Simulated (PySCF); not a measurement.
## Radial density of Mg (magnesium, neutral)

LC-wPBE, [Ne] 3p2, high-spin 3P determinant (an excited configuration). Computed with PySCF 2.14 in x2c-QZVPPall (9s6p5d2f, 66 functions), with the spin-free X2C one-electron Hamiltonian (Gaussian nucleus).

```json
{"r (bohr)": "0.00274", "4πr²ρ (e/bohr)": "0.1063", "4πr²(ρα − ρβ)": "0.0000"}
{"r (bohr)": "0.00461", "4πr²ρ (e/bohr)": "0.2813", "4πr²(ρα − ρβ)": "0.0000"}
{"r (bohr)": "0.00776", "4πr²ρ (e/bohr)": "0.7237", "4πr²(ρα − ρβ)": "0.0000"}
{"r (bohr)": "0.0131", "4πr²ρ (e/bohr)": "1.773", "4πr²(ρα − ρβ)": "0.0000"}
{"r (bohr)": "0.0220", "4πr²ρ (e/bohr)": "4.001", "4πr²(ρα − ρβ)": "0.0000"}
{"r (bohr)": "0.0369", "4πr²ρ (e/bohr)": "7.842", "4πr²(ρα − ρβ)": "0.0002"}
{"r (bohr)": "0.0621", "4πr²ρ (e/bohr)": "12.15", "4πr²(ρα − ρβ)": "0.0014"}
{"r (bohr)": "0.105", "4πr²ρ (e/bohr)": "12.92", "4πr²(ρα − ρβ)": "0.0072"}
{"r (bohr)": "0.176", "4πr²ρ (e/bohr)": "8.795", "4πr²(ρα − ρβ)": "0.0268"}
{"r (bohr)": "0.296", "4πr²ρ (e/bohr)": "8.116", "4πr²(ρα − ρβ)": "0.0619"}
{"r (bohr)": "0.497", "4πr²ρ (e/bohr)": "11.08", "4πr²(ρα − ρβ)": "0.0632"}
{"r (bohr)": "0.837", "4πr²ρ (e/bohr)": "6.663", "4πr²(ρα − ρβ)": "0.0037"}
{"r (bohr)": "1.41", "4πr²ρ (e/bohr)": "1.258", "4πr²(ρα − ρβ)": "0.0795"}
{"r (bohr)": "2.37", "4πr²ρ (e/bohr)": "0.4751", "4πr²(ρα − ρβ)": "0.4376"}
{"r (bohr)": "3.98", "4πr²ρ (e/bohr)": "0.4863", "4πr²(ρα − ρβ)": "0.4862"}
{"r (bohr)": "6.70", "4πr²ρ (e/bohr)": "0.1008", "4πr²(ρα − ρβ)": "0.1008"}
{"r (bohr)": "11.3", "4πr²ρ (e/bohr)": "0.001911", "4πr²(ρα − ρβ)": "0.0019"}
```

Densities and radii are taken from the X2C orbitals without a picture-change correction, which distorts them close to the nucleus.
